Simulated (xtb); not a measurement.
xtb input (GFN2-xTB):

```bash
xtb mol.xyz --gfn 2 --sp --chrg -1 --uhf 0
```
mol.xyz:
```
11

C     -1.79943925    -0.19554981    -0.30553247
C     -0.51248260    -0.03502748     0.50256221
C      0.78164241     0.06731417    -0.37023331
O      1.90548821     0.20653768     0.30822573
H     -1.75734433    -1.09873935    -0.92416679
H     -1.93721244     0.65229267    -0.98554235
H     -2.69584437    -0.26564432     0.32170343
H     -0.55987408     0.86668066     1.12501284
H     -0.38022345    -0.88223410     1.18631418
H      0.54328338     0.91190750    -1.10595370
H      0.72498623    -0.85698583    -1.04395209
```

End of the output:

```
         :::::::::::::::::::::::::::::::::::::::::::::::::::::
         ::                     SUMMARY                     ::
         :::::::::::::::::::::::::::::::::::::::::::::::::::::
         :: total energy             -14.204050435195 Eh    ::
         :: gradient norm              0.024573567135 Eh/a0 ::
         :: HOMO-LUMO gap              9.389805917333 eV    ::
         ::.................................................::
         :: SCC energy               -14.345982170650 Eh    ::
         :: -> isotropic ES            0.198746188690 Eh    ::
         :: -> anisotropic ES          0.009774934896 Eh    ::
         :: -> anisotropic XC          0.000267099589 Eh    ::
         :: -> dispersion             -0.005780234973 Eh    ::
         :: repulsion energy           0.141931735455 Eh    ::
         :: add. restraining           0.000000000000 Eh    ::
         :: total charge              -1.000000000000 e     ::
         :::::::::::::::::::::::::::::::::::::::::::::::::::::

           -------------------------------------------------
          |                Property Printout                |
           -------------------------------------------------

    * Orbital Energies and Occupations

         #    Occupation            Energy/Eh            Energy/eV
      -------------------------------------------------------------
         1        2.0000           -0.4503307             -12.2541
         2        2.0000           -0.4035734             -10.9818
         3        2.0000           -0.3779424             -10.2843
         4        2.0000           -0.3526942              -9.5973
         5        2.0000           -0.3440191              -9.3612
         6        2.0000           -0.3224615              -8.7746
         7        2.0000           -0.2986274              -8.1261
         8        2.0000           -0.2868740              -7.8062
         9        2.0000           -0.2523918              -6.8679
        10        2.0000           -0.2430987              -6.6151
        11        2.0000           -0.2137428              -5.8162
        12        2.0000           -0.0891607              -2.4262
        13        2.0000           -0.0862503              -2.3470 (HOMO)
        14                          0.2588188               7.0428 (LUMO)
        15                          0.2887251               7.8566
        16                          0.2971691               8.0864
        17                          0.3064725               8.3395
        18                          0.3382945               9.2055
        19                          0.3597714               9.7899
        20                          0.3697124              10.0604
        21                          0.4003417              10.8939
        22                          0.4385583              11.9338
        23                          0.5756446              15.6641
      -------------------------------------------------------------
                  HL-Gap            0.3450690 Eh            9.3898 eV
             Fermi-level            0.0862843 Eh            2.3479 eV

     #   Z          covCN         q      C6AA      α(0)
     1   6 C        3.747    -0.076    22.028     6.694
     2   6 C        3.793    -0.062    21.692     6.633
     3   6 C        3.653     0.188    17.882     6.073
     4   8 O        0.855    -0.779    30.950     7.459
     5   1 H        0.924     0.004     2.995     2.707
     6   1 H        0.924     0.004     2.995     2.707
     7   1 H        0.924    -0.012     3.281     2.833
     8   1 H        0.924    -0.006     3.157     2.779
     9   1 H        0.924    -0.006     3.157     2.779
    10   1 H        0.913    -0.128     6.644     4.032
    11   1 H        0.913    -0.128     6.644     4.032

 Mol. C6AA /au·bohr⁶  :       1091.422037
 Mol. C8AA /au·bohr⁸  :      21398.581689
 Mol. α(0) /au        :         48.725237

Wiberg/Mayer (AO) data.
largest (>0.10) Wiberg bond orders for each atom

 ---------------------------------------------------------------------------
     #   Z sym  total        # sym  WBO       # sym  WBO       # sym  WBO
 ---------------------------------------------------------------------------
     1   6 C    3.994 --     2 C    1.015     5 H    0.988     6 H    0.988
                             7 H    0.987
     2   6 C    3.971 --     1 C    1.015     9 H    0.981     8 H    0.981
                             3 C    0.926
     3   6 C    3.974 --     4 O    1.203     2 C    0.926    11 H    0.916
                            10 H    0.916
     4   8 O    1.397 --     3 C    1.203
     5   1 H    1.000 --     1 C    0.988
     6   1 H    1.000 --     1 C    0.988
     7   1 H    1.000 --     1 C    0.987
     8   1 H    1.000 --     2 C    0.981
     9   1 H    1.000 --     2 C    0.981
    10   1 H    0.984 --     3 C    0.916
    11   1 H    0.984 --     3 C    0.916
 ---------------------------------------------------------------------------

Topologies differ in total number of bonds
Writing topology from bond orders to xtbtopo.mol

molecular dipole:
                 x           y           z       tot (Debye)
 q only:       -2.465      -0.258      -0.126
   full:       -2.943      -0.314      -0.324       7.568
molecular quadrupole (traceless):
                xx          xy          yy          xz          yz          zz
 q only:      -10.143      -1.682       5.438      -1.794      -0.216       4.705
  q+dip:      -12.693      -2.147       6.995      -2.876      -0.349       5.698
   full:      -12.268      -2.059       6.627      -2.707      -0.320       5.641

           -------------------------------------------------
          | TOTAL ENERGY              -14.204050435195 Eh   |
          | GRADIENT NORM               0.024573567135 Eh/α |
          | HOMO-LUMO GAP               9.389805917333 eV   |
           -------------------------------------------------

------------------------------------------------------------------------
------------------------------------------------------------------------
 total:
 SCF:
Note: The following floating-point exceptions are signalling: IEEE_DENORMAL
normal termination of xtb
```

It need not be the lowest isomer of its formula. Whether it binds its extra electron was not tested at this geometry.
